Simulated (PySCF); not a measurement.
## Spinor energies of Sm³⁺ (samarium, charge +3)

Start: [Xe] 4f5; 4f5/2 filled at m_j = -3/2, -1/2, +1/2, +3/2, +5/2. Calculated with PySCF 2.14 in x2c-QZVPPall-2c (16s16p12d6f4g1h, 213 functions): generalised Hartree-Fock with the X2C-1e Hamiltonian and a Gaussian nucleus; one run each with spin-orbit coupling (SO) switched off, then screened by Boettger's factors.

```
spinor shell  electrons  ε, spin-free (eV)  ε, screened SO (eV)  weight of nominal j (screened SO)  rms radius, screened SO (bohr)
       1s1/2          2           -47097.5             -47089.7                              1.000                          0.0259
       2s1/2          2            -7839.9              -7837.4                              1.000                           0.105
       2p1/2          2            -6990.9              -7414.7                              1.000                          0.0900
       2p3/2          4            -6990.9              -6807.6                              1.000                          0.0962
       3s1/2          2            -1792.2              -1791.4                              1.000                           0.271
       3p1/2          2            -1521.1              -1608.9                              1.000                           0.263
       3p3/2          4            -1521.1              -1482.5                              1.000                           0.276
       3d3/2          4            -1153.3              -1169.7                              0.996                           0.248
       3d5/2          6            -1153.3              -1141.5                              0.997                           0.251
       4s1/2          2            -403.58              -403.29                              1.000                           0.615
       4p1/2          2            -311.59              -332.65                              0.975                           0.634
       4d3/2          4            -179.14              -187.51                              0.717                           0.718
       4d5/2          6            -179.14              -173.30                              0.811                           0.723
       5s1/2          2            -81.582              -81.529                              1.000                            1.48
       5p1/2          2            -55.948              -59.403                              0.941                            1.64
       5p3/2          4            -55.948              -54.395                              0.971                            1.73
       4f5/2          5            -45.250              -45.226                              0.637                           0.968
```

Question: Where does 4p3/2 lie, and what is the 4p spin-orbit splitting (screened SO)?

Answer: At -302.14 eV, 30.507 eV above 4p1/2.

| quantity | spin-free | screened SO |
| --- | --- | --- |
| E (hartree) | -10418.86156 | -10424.84589 |
| M_J | 5/2 | 5/2 |
| ⟨J²⟩ | 13.764 | 13.084 |
| ⟨L²⟩ | 30.010 | 29.817 |
| ⟨S²⟩ | 8.754 | 8.685 |

The determinant has a definite M_J but mixes levels of different J.

Each row is a mean over spinors that exchange with the open shell spreads, by up to 9.252 eV (4d3/2).

Rows whose weight is well below 1 are mixtures of j = l ± 1/2: exchange outweighs spin-orbit coupling there, and the label is only the starting occupation.

Breit and QED terms are absent; they matter most for the inner s and p1/2 levels.

Densities and radii are taken from the X2C orbitals without a picture-change correction, which distorts them close to the nucleus.

Without spin-orbit coupling the j labels of p, d and f shells carry no meaning; the spin-free column gives the mean over the occupied spinors of each nl shell, and its ⟨J²⟩ belongs to a mixture of degenerate components.
